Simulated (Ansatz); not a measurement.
Mulliken charges of CH$_{4}$AlGaO, SMILES `[OH][Al]1[CH2][GaH]1` from PBE/def2-TZVPP in Ansatz (PBE0-D4/def2-TZVP geometry).

```json
{"atom": "O1", "x (Å)": "-1.091", "y (Å)": "1.762", "z (Å)": "-1.520", "charge (e)": "-0.328"}
{"atom": "Al2", "x (Å)": "-0.573", "y (Å)": "0.559", "z (Å)": "-0.447", "charge (e)": "0.245"}
{"atom": "C3", "x (Å)": "1.059", "y (Å)": "-0.044", "z (Å)": "0.374", "charge (e)": "-0.337"}
{"atom": "Ga4", "x (Å)": "-0.288", "y (Å)": "-1.539", "z (Å)": "0.705", "charge (e)": "0.073"}
{"atom": "H5", "x (Å)": "-2.000", "y (Å)": "1.887", "z (Å)": "-1.787", "charge (e)": "0.175"}
{"atom": "H6", "x (Å)": "2.134", "y (Å)": "-0.073", "z (Å)": "0.197", "charge (e)": "0.092"}
{"atom": "H7", "x (Å)": "0.871", "y (Å)": "0.489", "z (Å)": "1.338", "charge (e)": "0.102"}
{"atom": "H8", "x (Å)": "-0.113", "y (Å)": "-3.041", "z (Å)": "1.139", "charge (e)": "-0.021"}
```

Question: By hand: the dipole of these point charges (1 e Å = 4.8032 D).

Answer: Σ q r = (-0.223, -0.101, 0.132) e Å, of length 0.278 e Å = 1.34 D.

Question: How does the dipole of the full density compare? (Estimate.)

Answer: Ansatz gave: (-0.175, 0.017, 0.007) e Å, 0.85 D; the point charges give 1.58 times that, at 39° from its direction.

Point charges leave out the atoms' own dipoles, such as those of lone pairs, and Mulliken's split depends on the basis, so the two needn't agree.
